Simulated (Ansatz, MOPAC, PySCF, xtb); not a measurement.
Pair of molecules: HCl (SMILES Cl) (first 2 atoms) with H2 (SMILES [H][H]); geometry from B3LYP-D3(BJ)/def2-TZVP, rigid monomers moved along the line of their centres of mass till H2···H4 is 2.65 Å.
(charge 0, multiplicity 1):
| atom | x (Å) | y (Å) | z (Å) |
|---|---|---|---|
| Cl | -0.1180 | -0.5884 | -0.7213 |
| H | -0.0738 | -0.4022 | 0.5470 |
| H | -0.3408 | 0.0772 | 3.1438 |
| H | 0.3777 | -0.1197 | 3.1468 |

Monomers are frozen at their geometry in the pair; levels with a basis set take the counterpoise correction.

Cores are frozen in the correlated methods. CBS: X⁻³ extrapolation of the correlation energy, Hartree–Fock from the larger set. The state that PM3 reach isn't checked.

Run with Ansatz (Gaussian orbitals); MOPAC for PM3 (differences of heats of formation); PySCF for the dispersion terms; xtb for the GFN methods. Each number belongs to the level named beside it.

```
level                                          interaction energy (kcal/mol)
---------------------------------------------  -----------------------------
PM3                                                                    -0.81
GFN2-xTB                                                               -0.29
HF/aug-cc-pV(D+d)Z                                                     -0.15
HF/aug-cc-pV(T+d)Z                                                     -0.15
r2SCAN/def2-TZVPPD                                                     -0.28
PBE0/def2-TZVPPD                                                       -0.44
PBE0-D4/def2-TZVPPD                                                    -0.60
SCS-MP2/aug-cc-pV(D+d)Z                                                -0.34
CCSD(T)/CBS(aug-cc-pV(T+d)Z, aug-cc-pV(Q+d)Z)                            [?]
```

Problem. Fill in the missing entries.

Solution. 
- CCSD(T)/CBS(aug-cc-pV(T+d)Z, aug-cc-pV(Q+d)Z), interaction energy (kcal/mol): -0.51

Ansatz is a first-principles code.
